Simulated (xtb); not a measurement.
Cl$_{3}$Hf, charge +1, singlet, from a rough starting geometry (GFN-xTB shapes and energies of metal compounds can be far from the true ones) (the multiplicity is a formal guess).

Here is a job for xtb.
```
$ xtb mol.xyz --gfn 2 --chrg 1 --opt vtight --json

# file mol.xyz
4

Hf     0.15724433     0.62274579     0.32183496
Cl     1.81926660    -0.45930220    -0.58433305
Cl    -0.79800314    -1.01104484     1.51140038
Cl    -1.21965238     0.87381700    -1.32711646
```

Problem. Estimate the total energy at the end of the optimisation that xtb 6.7.1 with GFN2-xTB returns for this input.

Solution. -14.7996 Eh

Problem. What HOMO-LUMO gap does GFN2-xTB give?

Solution. 2.70 eV
